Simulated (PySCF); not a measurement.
**Working with the constants of MgBr**

PBE0 constants of MgBr, ²Σ⁺ (doublet), unpaired electrons σ ↑ (Mg cc-pVTZ, Br cc-pVTZ-PP with ECP10; scalar-relativistic core potentials (PySCF 2.14); masses 23.9850 and 78.9183 u):

| Item | Value |
| --- | --- |
| ωe | 366.5 cm⁻¹ |
| ωexe | 1.42 cm⁻¹ |
| Be | 0.1638 cm⁻¹ |
| αe | 0.000928 cm⁻¹ |
| De to Mg + Br | 2.87 eV |

Q: What force constant and bond length do these constants imply?

A: Reduced mass μred = 18.395 u; k = 5.8918×10⁻⁷·μred·ωe² (u, cm⁻¹, mdyn/Å) = 1.46 mdyn/Å; Re = √(16.8576/(μred·Be)) (u, cm⁻¹, Å) = 2.365 Å.

Q: Estimate the centrifugal constant D from the Kratzer relation and find the Dunham coefficient a1.

A: D = 4Be³/ωe² = 1.31e-07 cm⁻¹; a1 = −1 − αeωe/(6Be²) = -3.11.

Spin–orbit coupling is left out. The state was picked by a PBE0 search and need not be the measured ground state.
